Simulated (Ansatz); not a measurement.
`C=C[N](C)[GeH3]` + `CO[SiH](C)Cl` → `CO[SiH](Cl)[GeH3]` + `C=CN(C)C`  (formal exchange of groups at a Ge–N bond)

Computed with Ansatz on PBE0-D4/def2-TZVP structures; ΔE is electronic, products minus reactants. CCSD(T)/CBS adds triple-zeta CCSD(T) − MP2 to the extrapolated MP2 energy (def2 sets, frozen cores). Functionals use def2-TZVPP. B3LYP here is the variant with VWN-RPA as its local correlation; programs differ in this. HSE06 is defined as in plane-wave codes. For Ge outer-core shells are correlated without core-valence functions, which leaves a few kJ/mol of doubt a bond. Scalar relativity is left out up to krypton. One conformer a species, not always the lowest.

`C=C[N](C)[GeH3]`:

```xyz
14

C    -2.152   -0.359   -0.258
C    -0.931   -0.109   -0.743
N     0.199    0.204   -0.025
C     0.082    0.255    1.410
Ge    1.866    0.074   -0.802
H    -2.966   -0.553   -0.943
H    -2.376   -0.370    0.800
H    -0.777   -0.124   -1.820
H    -0.184   -0.720    1.841
H     1.025    0.581    1.854
H    -0.695    0.971    1.702
H     2.477   -1.329   -0.601
H     2.759    1.119   -0.118
H     1.674    0.361   -2.297
```

`CO[SiH](C)Cl`:

```xyz
12

C    -0.643    0.824   -1.591
O     0.041    1.237   -0.429
Si    0.849    0.255    0.591
C    -0.233   -1.026    1.379
Cl    2.336   -0.741   -0.445
H     0.036    0.334   -2.296
H    -1.461    0.137   -1.352
H    -1.063    1.710   -2.068
H     1.502    1.146    1.570
H    -0.667   -1.693    0.631
H    -1.046   -0.549    1.933
H     0.348   -1.635    2.075
```

`CO[SiH](Cl)[GeH3]`:

Z-matrix (Å, degrees):
```
C
O 1 1.412
H 1 1.096 2 111.5
H 1 1.095 2 111.4 3 -121.7
H 1 1.091 2 107.9 3 119.2
Si 2 1.636 1 123.3 3 51.4
Ge 6 2.381 2 112.3 1 76.6
Cl 6 2.049 2 106.4 1 -164.6
H 6 1.489 2 109.6 1 -48.3
H 7 1.537 6 110.3 2 -176.6
H 7 1.536 6 110.4 2 62.7
H 7 1.540 6 110.3 2 -57.2
```

`C=CN(C)C`:

```xyz
14

C    -1.488   -0.001   -1.449
C    -0.699   -0.674   -0.604
N     0.055   -0.163    0.423
C     0.120    1.265    0.561
C     1.242   -0.885    0.801
H    -2.084   -0.547   -2.167
H    -1.579    1.077   -1.441
H    -0.636   -1.756   -0.681
H    -0.889    1.679    0.616
H     0.644    1.515    1.485
H     0.642    1.749   -0.279
H     1.046   -1.958    0.760
H     1.523   -0.631    1.826
H     2.101   -0.670    0.147
```

```csv
level,ΔE (kJ/mol),difference from CCSD(T)/CBS
LDA (SPW92),56.0,-21.2
PBE-D4,58.5,-18.7
revPBE-D4,60.8,-16.4
BLYP-D4,66.6,-10.6
r2SCAN-D4,70.5,-6.7
B97M-V,74.5,-2.7
B3LYP-D4,69.9,-7.3
r2SCANh-D4,71.2,-6.0
r2SCAN0-D4,72.3,-4.9
BHLYP-D4,75.4,-1.8
CAM-B3LYP-D4,73.6,-3.6
ωB97X-V,73.2,-4.0
ωB97M-V,76.9,-0.3
B2PLYP,75.4,-1.8
PBE-QIDH,75.2,-2.0
PBE,56.7,-20.5
revPBE,56.2,-21.0
BLYP,62.2,-15.0
r2SCAN,70.1,-7.1
PBE0,62.5,-14.7
B3LYP,66.8,-10.4
r2SCANh,70.8,-6.4
HSE06,62.5,-14.7
BHLYP,73.8,-3.4
CAM-B3LYP,72.1,-5.1
LC-ωPBE,71.9,-5.3
HF/def2-SVP,75.2,-2.0
MP2/def2-SVP,79.1,1.9
CCSD/def2-SVP,70.1,-7.1
CCSD(T)/def2-SVP,69.3,-7.9
HF/def2-TZVPP,81.1,3.9
MP2/def2-TZVPP,87.2,10.0
SCS-MP2/def2-TZVPP,85.6,8.4
CCSD/def2-TZVPP,79.0,1.8
CCSD(T)/def2-TZVPP,78.9,1.7
HF/def2-QZVPP,81.6,4.4
MP2/def2-QZVPP,86.5,9.3
SCS-MP2/def2-QZVPP,85.3,8.1
HF/CBS(def2),81.7,4.5
CCSD/CBS(def2),77.4,0.2
CCSD(T)/CBS,77.2,0
```

Largest T1 diagnostic among the species: 0.012.

The D4 term adds +3.1 kJ/mol with B3LYP and +1.5 kJ/mol with PBE0; it sums over pairs of atoms, weighted by their polarisabilities, and B3LYP, whose exchange is more repulsive, gets the larger term. At CCSD(T), def2-SVP lies −7.9 kJ/mol from the extrapolated value and def2-TZVPP +1.7 kJ/mol.

CCSD(T)/CBS has its own doubt, a few kJ/mol and more with outer-core shells, so smaller differences from it don't rank the levels.
